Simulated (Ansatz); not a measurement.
Reaction (isomerisation): `[SiH3][GeH2][CH2]S` → `[CH3][GeH]([SiH3])[SH]`

Gas-phase electronic energies from Ansatz, PBE0-D4/def2-TZVP geometries. CCSD(T)/CBS adds triple-zeta CCSD(T) − MP2 to the extrapolated MP2 energy (def2 sets, frozen cores). Functionals use def2-TZVPP. For Ge outer-core shells are correlated without core-valence functions, which leaves a few kJ/mol of doubt a bond. Scalar relativity is left out up to krypton. Each species was taken in one conformer, which may not be the lowest.

```tsv
level	ΔE (kJ/mol)
PBE0	-109.4
MP2/CBS(def2)	-109.5
```

What does CCSD(T)/CBS give? (Best estimate.)

Ansatz gave: -106.4 kJ/mol. The listed levels differ from it by -3.0, -3.1 kJ/mol.

Largest T1 diagnostic among the species: 0.011.

In def2-TZVPP, CCSD(T) changes the Hartree–Fock value by +7.2 kJ/mol (the triples alone add +0.9 kJ/mol) and MP2 by +4.2 kJ/mol.
